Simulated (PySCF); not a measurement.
A geometry optimisation, step by step.

C₅H₄ClF₃N₂.
Numbering: `[CH3:1][n:2]1[n:3][c:4]([C:5]([F:6])([F:7])[F:8])[cH:9][c:10]1[Cl:11]` (hydrogens: H12, H13, H14 on C1; H15 on C9)

Method: PBE0-D3(BJ)/def2-SVP geometry optimisation, gas phase in PySCF; density fitting, grid level 1; the optimiser is geomeTRIC in internal coordinates, started from a GFN2-xTB structure with every atom displaced at random (about 0.01 Å). 8 of its 9 geometries are shown. The frame can shift and turn from step to step; on so coarse a grid that alone can change the energy by a few meV, and forces under 0.02 eV/Å are noise.

Step 0: E = -28865.8894 eV, largest atomic force 3.584 eV/Å
```
atom  x, y, z in Å  |  force x, y, z in eV/Å
C1     -2.414    0.418    0.149   -1.513   1.536  -0.192
N2     -1.073    0.010    0.083    1.174  -0.476   0.037
N3     -0.101    0.835    0.376    2.002   0.582   0.247
C4      1.074    0.149    0.230   -3.578  -0.127  -0.157
C5      2.369    0.760    0.479    2.199   1.241   0.730
F6      2.505    1.205    1.749   -0.326  -0.300  -0.467
F7      2.626    1.818   -0.304   -0.395  -0.176  -0.001
F8      3.383   -0.102    0.272   -0.585  -0.114   0.007
C9      0.775   -1.162   -0.159    0.418  -0.448  -0.266
C10    -0.603   -1.208   -0.251    0.169  -0.530  -0.115
Cl11   -1.661   -2.471   -0.688    0.083  -0.023   0.005
H12    -2.428    1.485    0.466    0.097  -0.553  -0.148
H13    -3.019   -0.150    0.854    0.033  -0.378   0.351
H14    -2.922    0.355   -0.828    0.184  -0.062  -0.026
H15     1.475   -1.959   -0.379    0.037  -0.168  -0.005
```

Step 1: E = -28866.0489 eV, largest atomic force 1.156 eV/Å
```
atom  x, y, z in Å  |  force x, y, z in eV/Å
C1     -2.390    0.554   -0.157    0.345  -0.233   0.124
N2     -1.020    0.082   -0.112   -0.230  -0.042  -0.135
N3     -0.039    0.874    0.305   -0.130  -0.396   0.289
C4      1.025    0.086    0.371    0.635   0.575  -0.158
C5      2.348    0.682    0.798   -1.030  -0.513  -0.112
F6      2.227    1.286    1.979    0.270   0.083  -0.004
F7      2.780    1.577   -0.084    0.255   0.048   0.065
F8      3.254   -0.292    0.907    0.240   0.160   0.020
C9      0.767   -1.228   -0.057   -0.166   0.083   0.023
C10    -0.580   -1.183   -0.357   -0.046   0.163   0.073
Cl11   -1.631   -2.393   -0.926   -0.061  -0.049  -0.003
H12    -2.371    1.597    0.164   -0.022   0.133   0.012
H13    -3.007   -0.040    0.534   -0.035   0.062  -0.046
H14    -2.797    0.474   -1.169   -0.081  -0.004  -0.175
H15     1.443   -2.069   -0.144    0.057  -0.069   0.027
```

Step 2: E = -28866.0572 eV, largest atomic force 0.573 eV/Å
```
atom  x, y, z in Å  |  force x, y, z in eV/Å
C1     -2.403    0.549   -0.187    0.119   0.000   0.073
N2     -1.046    0.068   -0.075   -0.006  -0.012   0.448
N3     -0.082    0.844    0.411    0.040   0.435  -0.371
C4      1.021    0.110    0.401   -0.207  -0.267   0.085
C5      2.360    0.674    0.789   -0.091   0.068   0.190
F6      2.337    1.253    1.988   -0.119  -0.002   0.114
F7      2.790    1.591   -0.074   -0.075   0.117  -0.226
F8      3.285   -0.288    0.826   -0.090  -0.179  -0.027
C9      0.754   -1.203   -0.030    0.193  -0.319  -0.195
C10    -0.597   -1.189   -0.323    0.215   0.151  -0.072
Cl11   -1.630   -2.408   -0.909    0.024   0.020   0.011
H12    -2.397    1.592    0.147   -0.012  -0.004  -0.025
H13    -3.073   -0.043    0.452   -0.023   0.011  -0.009
H14    -2.752    0.489   -1.228    0.022   0.000   0.001
H15     1.442   -2.035   -0.136    0.009  -0.020   0.003
```

Step 3: E = -28866.0814 eV, largest atomic force 0.186 eV/Å
```
atom  x, y, z in Å  |  force x, y, z in eV/Å
C1     -2.390    0.554   -0.173    0.037   0.016  -0.072
N2     -1.034    0.070   -0.077   -0.024  -0.054   0.161
N3     -0.062    0.855    0.367    0.050  -0.028  -0.054
C4      1.023    0.093    0.377    0.142   0.099   0.069
C5      2.337    0.675    0.797    0.084  -0.010   0.053
F6      2.274    1.260    1.993   -0.073  -0.019   0.004
F7      2.776    1.590   -0.066   -0.029   0.092  -0.095
F8      3.267   -0.282    0.863   -0.002  -0.112   0.012
C9      0.769   -1.222   -0.058   -0.096   0.127   0.022
C10    -0.584   -1.185   -0.333   -0.044  -0.083  -0.114
Cl11   -1.636   -2.400   -0.897   -0.021  -0.030  -0.015
H12    -2.376    1.603    0.144    0.002  -0.027  -0.019
H13    -3.056   -0.024    0.483    0.000  -0.006   0.003
H14    -2.753    0.481   -1.209   -0.003   0.007   0.030
H15     1.452   -2.061   -0.158   -0.023   0.029   0.012
```

Step 5: E = -28866.0838 eV, largest atomic force 0.096 eV/Å
```
atom  x, y, z in Å  |  force x, y, z in eV/Å
C1     -2.391    0.552   -0.174    0.031   0.029  -0.033
N2     -1.036    0.071   -0.072    0.044  -0.029   0.004
N3     -0.059    0.860    0.358   -0.036   0.018   0.087
C4      1.026    0.101    0.376   -0.036  -0.003  -0.070
C5      2.343    0.672    0.801   -0.034   0.002   0.005
F6      2.270    1.255    1.997    0.017   0.001  -0.006
F7      2.789    1.586   -0.062    0.018  -0.012   0.014
F8      3.261   -0.298    0.873    0.003   0.026  -0.007
C9      0.767   -1.213   -0.059   -0.006  -0.015  -0.004
C10    -0.586   -1.182   -0.338    0.001  -0.017   0.006
Cl11   -1.634   -2.398   -0.905   -0.002  -0.006   0.003
H12    -2.380    1.602    0.136   -0.004   0.009   0.000
H13    -3.057   -0.024    0.485    0.003   0.002   0.002
H14    -2.755    0.473   -1.208    0.000  -0.002  -0.002
H15     1.449   -2.052   -0.155    0.001  -0.004   0.001
```

Step 6: E = -28866.0845 eV, largest atomic force 0.085 eV/Å
```
atom  x, y, z in Å  |  force x, y, z in eV/Å
C1     -2.386    0.557   -0.176   -0.015  -0.016  -0.035
N2     -1.035    0.065   -0.068   -0.069   0.021   0.045
N3     -0.062    0.854    0.369    0.023  -0.067  -0.015
C4      1.023    0.095    0.378    0.067   0.033   0.013
C5      2.338    0.673    0.801    0.035  -0.011   0.013
F6      2.268    1.253    1.998   -0.016  -0.002   0.007
F7      2.778    1.592   -0.061   -0.013   0.007  -0.015
F8      3.263   -0.290    0.866    0.001  -0.021  -0.001
C9      0.766   -1.219   -0.058   -0.002   0.034   0.001
C10    -0.587   -1.188   -0.335   -0.006   0.017  -0.016
Cl11   -1.636   -2.403   -0.905   -0.001   0.005   0.004
H12    -2.369    1.606    0.136    0.004  -0.006  -0.003
H13    -3.059   -0.016    0.478   -0.007   0.003  -0.001
H14    -2.744    0.483   -1.213   -0.001  -0.002   0.001
H15     1.450   -2.057   -0.157    0.000   0.004   0.003
```

Step 7: E = -28866.0851 eV, largest atomic force 0.050 eV/Å
```
atom  x, y, z in Å  |  force x, y, z in eV/Å
C1     -2.387    0.557   -0.181   -0.003   0.007  -0.009
N2     -1.037    0.067   -0.061   -0.006  -0.021   0.045
N3     -0.063    0.854    0.377    0.003   0.008  -0.023
C4      1.024    0.096    0.382   -0.012  -0.004   0.003
C5      2.341    0.670    0.803   -0.002  -0.005   0.000
F6      2.274    1.245    2.003    0.012  -0.005  -0.010
F7      2.778    1.592   -0.057    0.005  -0.006   0.016
F8      3.263   -0.296    0.861    0.002   0.015   0.005
C9      0.766   -1.216   -0.058   -0.002   0.004   0.001
C10    -0.588   -1.186   -0.331    0.001   0.005  -0.030
Cl11   -1.637   -2.400   -0.902    0.000   0.000   0.000
H12    -2.373    1.607    0.129    0.001   0.002  -0.001
H13    -3.066   -0.014    0.468   -0.001   0.003   0.000
H14    -2.737    0.481   -1.221    0.003  -0.002  -0.001
H15     1.449   -2.053   -0.160   -0.001  -0.001   0.003
```

Step 8: E = -28866.0853 eV, largest atomic force 0.028 eV/Å
```
atom  x, y, z in Å  |  force x, y, z in eV/Å
C1     -2.387    0.559   -0.184   -0.002   0.011  -0.007
N2     -1.038    0.067   -0.058    0.019  -0.011   0.009
N3     -0.063    0.853    0.379   -0.003   0.020   0.006
C4      1.024    0.096    0.383   -0.023  -0.015  -0.004
C5      2.341    0.667    0.806    0.018   0.014  -0.001
F6      2.276    1.240    2.007   -0.006  -0.004   0.005
F7      2.781    1.590   -0.051   -0.005  -0.002  -0.001
F8      3.264   -0.299    0.863   -0.009  -0.004  -0.001
C9      0.764   -1.215   -0.058    0.005  -0.008  -0.003
C10    -0.589   -1.185   -0.333    0.002  -0.002  -0.003
Cl11   -1.638   -2.398   -0.905    0.001   0.000   0.000
H12    -2.373    1.610    0.123    0.001   0.001   0.000
H13    -3.071   -0.009    0.463    0.003   0.001   0.001
H14    -2.732    0.481   -1.225    0.001   0.000   0.000
H15     1.448   -2.053   -0.161   -0.001  -0.001  -0.001
```

Task: Summarise the path.

Result: The energy falls by 18.90 kJ/mol from step 0 to step 8; nine tenths of that is first reached at step 3. It rises by more than 0.2 meV at step 4. The largest force goes from 3.584 to 0.028 eV/Å. Among the bonds C4–C5 changes most (a near tie, within 0.001 Å, with another), from 1.453 to 1.497 Å; the atoms move by 0.066 Å rms after alignment.

Task: Follow the three bonds and two angles with the largest change from start to end.

Result: 
```csv
step,E above end (kJ/mol),largest force (eV/Å),C4–C5 (Å),N3–C4 (Å),C1–N2 (Å),N3–C4–C9 (°),N2–C1–H13 (°)
0,18.90,3.584,1.453,1.368,1.403,108.5,114.2
1,3.51,1.156,1.513,1.325,1.450,113.2,109.5
2,2.71,0.573,1.504,1.325,1.445,111.2,110.3
3,0.37,0.186,1.498,1.325,1.443,112.8,110.7
4,0.40,0.171,1.496,1.324,1.442,112.1,110.6
5,0.14,0.096,1.497,1.325,1.442,112.3,110.6
6,0.08,0.085,1.497,1.325,1.442,112.5,110.6
7,0.02,0.050,1.496,1.325,1.442,112.4,110.6
8,0.00,0.028,1.497,1.325,1.442,112.3,110.7
```

The cost below is that of the whole optimisation. Time: 3.4 min of wall time; peak memory 0.78 GiB. Hardware: Arm Neoverse V1, one thread, shared host with 32 logical CPUs at a one-minute load of 40.
